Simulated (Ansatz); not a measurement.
A structure relaxed at PBE-D4/def2-SVP in Ansatz, charge 0, singlet:

Cartesian coordinates in Å:
```
Sn -1.086 1.682 -0.265
Sn -0.290 -1.242 -1.566
Sn 1.958 0.477 0.128
Sn -0.582 -0.916 1.703
O 0.500 0.787 -1.463
O 0.934 -1.445 0.228
O -1.683 -0.410 -0.110
O 0.249 1.067 1.345
```

Question: Give its formula and point group.

Answer: Sn4O4. Point group Td (tolerance 0.1 Å).

Question: Summarise the bond lengths by kind (pairs closer than 1.2 times the sum of covalent radii, bridged metal pairs left out).

Answer: 12 × O–Sn 2.18 Å.

In the def2 sets Sn takes a core potential; there is no spin–orbit coupling. The structure comes from a short search, and lower isomers may exist.
